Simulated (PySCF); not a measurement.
A calculated (r2SCAN, PySCF 2.14, aug-cc-pVTZ-DK, scalar relativity by spin-free X2C-1e) atom or ion has these occupied shells.

```json
{"shell": "1s α", "electrons": "1", "orbital energy (eV)": "-214.37", "rms radius, mean of both spins (bohr)": "0.380"}
{"shell": "1s β", "electrons": "1", "orbital energy (eV)": "-213.72", "rms radius, mean of both spins (bohr)": "0.380"}
{"shell": "2s α", "electrons": "1", "orbital energy (eV)": "-32.879", "rms radius, mean of both spins (bohr)": "1.76"}
```

Question: Name the element and its charge.

Answer: B²⁺ (boron, charge +2), in [He] 2s1, 2S determinant.
